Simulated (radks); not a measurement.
Effect of the nuclear size on neutral aluminium, [Ne] 3s2 3p1. Calculated with a radial shooting solver on a logarithmic mesh with Libxc functionals: Dirac Kohn-Sham, relativistic LDA (MacDonald-Vosko exchange, VWN5 correlation), spin-unpolarised, spherical densities, finite nucleus; open shells are shared between the two j in proportion to 2j + 1; Fermi nuclear charge, rms radius 3.061 fm. The rms radius is varied about that value; shifts are against it.

rms radius (fm) = 2.6753: total energy shift (eV) -0.000868; density at nucleus (e/bohr^3) 1487; 1s1/2 shift (meV) -0.361
rms radius (fm) = 2.9416: total energy shift (eV) -0.000281; density at nucleus (e/bohr^3) 1486; 1s1/2 shift (meV) -0.117
rms radius (fm) = 3.061: total energy shift (eV) 0; density at nucleus (e/bohr^3) 1485; 1s1/2 shift (meV) 0.000
rms radius (fm) = 3.2783: total energy shift (eV) 0.000540; density at nucleus (e/bohr^3) 1484; 1s1/2 shift (meV) 0.224
rms radius (fm) = 3.8079: total energy shift (eV) 0.00201; density at nucleus (e/bohr^3) 1481; 1s1/2 shift (meV) 0.834

Slopes of the eigenvalues against <r^2> in GHz/fm^2, as finite differences over the two radii next to the reference (eigenvalue slopes, not the field-shift constants of lines): 1s1/2 39.4.
